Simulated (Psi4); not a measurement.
C4H5, charge -1, singlet, at a GFN2-xTB geometry (a gas-phase anion, which may not be bound at this level); Psi4 1.11 with B3LYP/6-31G, TDDFT.

The Psi4 input:
```
memory 2 GB

molecule mol {
-1 1
  C     0.681378    1.872858    0.016450
  C     0.625982    0.509039    0.003613
  C    -0.527155   -0.342904   -0.002228
  C    -0.546740   -1.686648   -0.014945
  H    -0.390157    2.282348    0.022423
  H     1.581379   -0.039362   -0.003452
  H    -1.491252    0.172628    0.004542
  H     0.366432   -2.267594   -0.022237
  H    -1.467193   -2.262090   -0.018615
symmetry c1
}

set basis 6-31g
set reference rks
set puream true
set save_jk true
set tdscf_states [5]
set tdscf_tda false
set d_convergence 1e-8

energy('td-b3lyp')
print_variables()
```

Output, abridged:

```
   => Loading Basis Set <=

    Name: 6-31G
    Role: ORBITAL
    Keyword: BASIS

         ---------------------------------------------------------
                                   SCF
               by Justin Turney, Rob Parrish, Andy Simmonett
                          and Daniel G. A. Smith
                              RKS Reference
         ---------------------------------------------------------

  ==> Geometry <==

    Molecular point group: c1
    Full point group: C1

    Geometry (in Angstrom), charge = -1, multiplicity = 1:

       Center              X                  Y                   Z               Mass
    ------------   -----------------  -----------------  -----------------  -----------------
         C            0.655174178556     1.833311206426     0.016125610755    12.000000000000
         C            0.599778178556     0.469492206426     0.003288610755    12.000000000000
         C           -0.553358821444    -0.382450793574    -0.002552389245    12.000000000000
         C           -0.572943821444    -1.726194793574    -0.015269389245    12.000000000000
         H           -0.416360821444     2.242801206426     0.022098610755     1.007825032230
         H            1.555175178556    -0.078908793574    -0.003776389245     1.007825032230
         H           -1.517455821444     0.133081206426     0.004217610755     1.007825032230
         H            0.340228178556    -2.307140793574    -0.022561389245     1.007825032230
         H           -1.493396821444    -2.301636793574    -0.018939389245     1.007825032230

  Running in c1 symmetry.

  Rotational constants: A =      1.51608  B =      0.15388  C =      0.13970 [cm^-1]
  Rotational constants: A =  45450.91345  B =   4613.06460  C =   4188.00120 [MHz]
  Nuclear repulsion =   96.281876350090201

  Charge       = -1
  Multiplicity = 1
  Electrons    = 30
  Nalpha       = 15
  Nbeta        = 15

  ==> Algorithm <==

  SCF Algorithm Type is DF.
  DIIS enabled.
  MOM disabled.
  Fractional occupation disabled.
  Guess Type is SAD.
  Energy threshold   = 1.00e-06
  Density threshold  = 1.00e-08
  Integral threshold = 1.00e-12

  ==> Primary Basis <==

  Basis Set: 6-31G
    Blend: 6-31G
    Number of shells: 30
    Number of basis functions: 46
    Number of Cartesian functions: 46
    Spherical Harmonics?: true
    Max angular momentum: 1

  ==> DFT Potential <==

   => LibXC <=

    Version 7.1.2
    S. Lehtola, C. Steigemann, M. J. T. Oliveira, and M. A. L. Marques,  SoftwareX 7, 1–5 (2018) (10.1016/j.softx.2017.11.002)

   => Composite Functional: B3LYP <=

    B3LYP Hyb-GGA Exchange-Correlation Functional

    P. J. Stephens, F. J. Devlin, C. F. Chabalowski, and M. J. Frisch,  J. Phys. Chem. 98, 11623 (1994) (10.1021/j100096a001)

    Deriv               =              1
    GGA                 =           TRUE
    Meta                =          FALSE

    Exchange Hybrid     =           TRUE
    MP2 Hybrid          =          FALSE

   => Exchange Functionals <=

    0.0800   Slater exchange
    0.7200         Becke 88

   => Exact (HF) Exchange <=

    0.2000               HF

   => Correlation Functionals <=

    0.1900   Vosko, Wilk & Nusair (VWN5_RPA)
    0.8100   Lee, Yang & Parr

   => LibXC Density Thresholds  <==

    XC_HYB_GGA_XC_B3LYP:  1.00E-15

   => Molecular Quadrature <=

    Radial Scheme          =       TREUTLER
    Pruning Scheme         =           NONE
    Nuclear Scheme         =       TREUTLER

    Blocking Scheme        =         OCTREE
    BS radius alpha        =              1
    Pruning alpha          =              1
    Radial Points          =             75
    Spherical Points       =            302
    Total Points           =         192305
    Total Blocks           =           1507
    Max Points             =            256
    Max Functions          =             46
    Weights Tolerance      =       1.00E-15

   => Loading Basis Set <=

    Name: (6-31G AUX)
    Role: JKFIT
    Keyword: DF_BASIS_SCF

  ==> Integral Setup <==

  SCF_SUBTYPE=INCORE selected. In-core MEM_DF algorithm will be used.
  Using in-core AOs.

  ==> MemDFJK: Density-Fitted J/K Matrices <==

    J tasked:                   Yes
    K tasked:                   Yes
    wK tasked:                   No
    Algorithm:                 Core
    Schwarz Cutoff:           1E-12
    Mask sparsity (%):       0.5671
    Fitting Condition:        1E-10

   => Auxiliary Basis Set <=

  Basis Set: (6-31G AUX)
    Blend: CC-PVDZ-JKFIT
    Number of shells: 141
    Number of basis functions: 395
    Number of Cartesian functions: 449
    Spherical Harmonics?: true
    Max angular momentum: 3

  Minimum eigenvalue in the overlap matrix is 4.5795510218E-03.
  Reciprocal condition number of the overlap matrix is 9.6195884072E-04.
    Using symmetric orthogonalization.

  ==> Pre-Iterations <==

  SCF Guess: Superposition of Atomic Densities via on-the-fly atomic UHF (no occupation information).

   -------------------------
    Irrep   Nso     Nmo
   -------------------------
     A         46      46
   -------------------------
    Total      46      46
   -------------------------

  ==> Iterations <==

                           Total Energy        Delta E     RMS |[F,P]|

   @DF-RKS iter SAD:  -154.57918696528074   -1.54579e+02   0.00000e+00
   @DF-RKS iter   1:  -154.87453757467225   -2.95351e-01   1.70735e-02 ADIIS/DIIS
   @DF-RKS iter   2:  -154.76824642240146    1.06291e-01   1.89246e-02 ADIIS/DIIS
   @DF-RKS iter   3:  -155.25599499085200   -4.87749e-01   3.59227e-03 ADIIS/DIIS
   @DF-RKS iter   4:  -155.26977887836847   -1.37839e-02   1.89234e-03 ADIIS/DIIS
   @DF-RKS iter   5:  -155.27407560831611   -4.29673e-03   4.09055e-04 ADIIS/DIIS
   @DF-RKS iter   6:  -155.27425567166097   -1.80063e-04   1.31084e-04 ADIIS/DIIS
   @DF-RKS iter   7:  -155.27427581240491   -2.01407e-05   4.64312e-05 DIIS
   @DF-RKS iter   8:  -155.27427824200061   -2.42960e-06   8.00351e-06 DIIS
[...]
  @DF-RKS Final Energy:  -155.27427833199772
    Total Energy =                       -155.2742783319977207
[...]

 ------------------------------------------------------------------------------------

******************************************************************************************
**********                               WARNING                                **********
**********       The names of excited state variables changed between 1.5       **********
**********     and 1.6. For a quick solution, remove the symmetry specifier     **********
**********   from the variable name. For full details, see 'Notes on Psivars'   **********
**********                        in the documentation.                         **********
******************************************************************************************

         ---------------------------------------------------------
                         TDSCF excitation energies
                 by Andrew M. James and Daniel G. A. Smith
         ---------------------------------------------------------

  ==> Options <==

     Residual threshold  : 1.0000e-06
     Initial guess       : denominators
     Reference           : RHF
     Solver type         : RPA (Hamiltonian)

  ==> Requested Excitations <==

      5 singlet states with A symmetry

  ==> Seeking the lowest 5 singlet states with A symmetry

                        Generalized Hamiltonian Solver
                              By Andrew M. James

  ==> Options <==

    Max number of iterations        = 60
    Eigenvector tolerance           = 1.0000e-06
    Max number of expansion vectors = 1500

  => Iterations <=
                              Max[D[value]]     Max[|R|]   # vectors
  HamiltonianSolver iter   1:   2.25066e-01  2.39946e-01     20
  HamiltonianSolver iter   2:   1.93935e-02  6.49482e-02     30
  HamiltonianSolver iter   3:   1.18881e-03  1.22209e-02     40
  HamiltonianSolver iter   4:   3.54980e-05  2.97982e-03     50
  HamiltonianSolver iter   5:   1.01646e-06  7.50127e-04     60
  HamiltonianSolver iter   6:   3.28256e-08  1.87054e-04     70
  HamiltonianSolver iter   7:   1.57928e-09  2.72183e-05     78
  HamiltonianSolver iter   8:   4.80205e-11  3.24495e-06     86
  HamiltonianSolver iter   9:   1.22921e-12  4.94100e-07     92      Converged

******************************************************************************************
**********                               WARNING                                **********
**********  Length-gauge rotatory strengths are **NOT** gauge-origin invariant  **********
******************************************************************************************

                                    Excitation Energy         Total Energy        Oscillator Strength             Rotatory Strength
     #   Sym: GS->ES (Trans)        au              eV              au          au (length)    au (velocity)    au (length)    au (velocity)
    ---- -------------------- --------------- --------------- --------------- --------------- --------------- --------------- ---------------
     1        A->A (1 A)       0.08995         2.44756        -155.18433       0.0034          0.0523         -0.0000         -0.0000
     2        A->A (1 A)       0.19154         5.21213        -155.08274       0.0116          0.0252         -0.0000         -0.0000
     3        A->A (1 A)       0.19889         5.41206        -155.07539       0.1020          0.0816         -0.0000         -0.0000
     4        A->A (1 A)       0.20208         5.49889        -155.07220       0.3885          0.2970         -0.0000         -0.0000
     5        A->A (1 A)       0.20562         5.59525        -155.06866       0.0187          0.0838          0.0000          0.0000

Contributing excitations and de-excitations
Only contributions with abs(coeff) > 1.00e-01 will be printed:

Excited State    1 (1 A):   0.08995 au   506.56 nm f = 0.0034
  Sums of squares: Xssq =  1.011545e+00; Yssq =  1.154515e-02; Xssq - Yssq =  1.000000e+00
     15a  ->  16a    -1.003456 (100.692%)

Excited State    2 (1 A):   0.19154 au   237.88 nm f = 0.0116
  Sums of squares: Xssq =  1.001063e+00; Yssq =  1.062940e-03; Xssq - Yssq =  1.000000e+00
     14a  ->  16a     0.132089 ( 1.745%)
     15a  ->  17a     0.893568 (79.846%)
     15a  ->  18a    -0.424315 (18.004%)

Excited State    3 (1 A):   0.19889 au   229.09 nm f = 0.1020
  Sums of squares: Xssq =  1.006502e+00; Yssq =  6.501599e-03; Xssq - Yssq =  1.000000e+00
     14a  ->  16a    -0.480183 (23.058%)
     15a  ->  17a     0.429299 (18.430%)
     15a  ->  18a     0.752757 (56.664%)

Excited State    4 (1 A):   0.20208 au   225.47 nm f = 0.3885
  Sums of squares: Xssq =  1.021171e+00; Yssq =  2.117059e-02; Xssq - Yssq =  1.000000e+00
     13a  ->  16a    -0.114183 ( 1.304%)
     14a  ->  16a    -0.838055 (70.234%)
     15a  ->  17a    -0.116904 ( 1.367%)
     15a  ->  18a    -0.491884 (24.195%)
     15a  ->  21a    -0.122119 ( 1.491%)
     14a  <-  16a     0.125472 ( 1.574%)

Excited State    5 (1 A):   0.20562 au   221.59 nm f = 0.0187
  Sums of squares: Xssq =  1.004895e+00; Yssq =  4.894838e-03; Xssq - Yssq =  1.000000e+00
     15a  ->  19a    -0.998709 (99.742%)

******************************************************************************************
**********                               WARNING                                **********
**********       The names of excited state variables changed between 1.5       **********
**********     and 1.6. For a quick solution, remove the symmetry specifier     **********
**********   from the variable name. For full details, see 'Notes on Psivars'   **********
**********                        in the documentation.                         **********
******************************************************************************************

  Variable Map:
  ----------------------------------------------------------------------------
[...]
  Array Variable Map:
  ----------------------------------------------------------------------------
[...]
[...]
```
